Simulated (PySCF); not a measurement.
TeBr4, SMILES Br[Te](Br)(Br)Br.

Coordinates come from a PBE0-D3(BJ)/def2-SVP optimisation. The def2 effective core potentials stand for the cores of Te; spin–orbit coupling is left out.

These are PySCF with PBE0-D3(BJ)/def2-SVP values and carry that method's errors.

Frequencies are harmonic and unscaled.

Computed harmonic wavenumbers and intensities:
| mode | ν (cm⁻¹) | IR (km/mol) | moving atoms (share of kinetic energy) |
|---|---|---|---|
| 1 | 44 | 0.6 | Br 98 % |
| 2 | 63 | 1.4 | Br 77 %, Te 23 % |
| 3 | 85 | 0.0 | Br 100 % |
| 4 | 95 | 1.3 | Br 69 %, Te 31 % |
| 5 | 101 | 0.1 | Br 89 %, Te 11 % |
| 6 | 179 | 2.4 | Br 99 % |
| 7 | 243 | 153.8 | Te 58 %, Br 42 % |
| 8 | 255 | 12.4 | Br 63 %, Te 37 % |
| 9 | 256 | 35.2 | Br 56 %, Te 44 % |
